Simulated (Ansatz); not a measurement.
C2H6BBrO (SMILES COB(C)Br), singlet, at a GFN2-xTB geometry; Ansatz (a program for electronic structure) with B3LYP/STO-3G.

Input for Ansatz:
Ansatz 0.2 input:
```yaml
crystal:
  periodic: [false, false, false]
  atoms:
    - {symbol: B, position_ang: [-0.43069927, -0.35721933, 0.20776881]}
    - {symbol: Br, position_ang: [0.81100278, 1.07072450, -0.00077172]}
    - {symbol: C, position_ang: [-1.40227303, -0.33889467, 1.46174703]}
    - {symbol: H, position_ang: [-2.05824035, -1.20462360, 1.53044824]}
    - {symbol: H, position_ang: [-2.03400059, 0.54955800, 1.44203611]}
    - {symbol: H, position_ang: [-0.83275549, -0.28297396, 2.38952439]}
    - {symbol: O, position_ang: [-0.33809087, -1.24586511, -0.76881056]}
    - {symbol: C, position_ang: [-1.07145246, -2.42482719, -0.97626177]}
    - {symbol: H, position_ang: [-1.62080943, -2.32708604, -1.91462863]}
    - {symbol: H, position_ang: [-0.36632939, -3.25383659, -1.05920533]}
    - {symbol: H, position_ang: [-1.77238561, -2.62104680, -0.16243547]}
basis:
  gaussian:
    orbitals: STO-3G
hamiltonian:
  xc: b3lyp
```

It wrote (shortened):

```
Functional definition: B3LYP
544 factors; integrals over basis functions are off by at most 9.3e-5 eV
mean field evaluation 1: about -74114.6648 eV, gradient 1.6e1 eV
mean field evaluation 2: about -74114.6399 eV, gradient 1.8e1 eV
mean field evaluation 4: about -74115.5851 eV, gradient 7.6e-1 eV
mean field evaluation 8: about -74115.5390 eV, gradient 7.1e-3 eV
mean field -74115.53904422 eV, -2723.6958225583 hartree, gradient 5.3e-5 eV, S^2 0.000000; 0 other end points of the search recorded, 0 dependent functions left out
reference -74115.53923935 eV, -2723.6958297292 hartree; 33, 33 occupied and 11, 11 virtual orbitals, 544 factors
Total energy: -74115.53923935 eV, -2723.6958297292 hartree
```
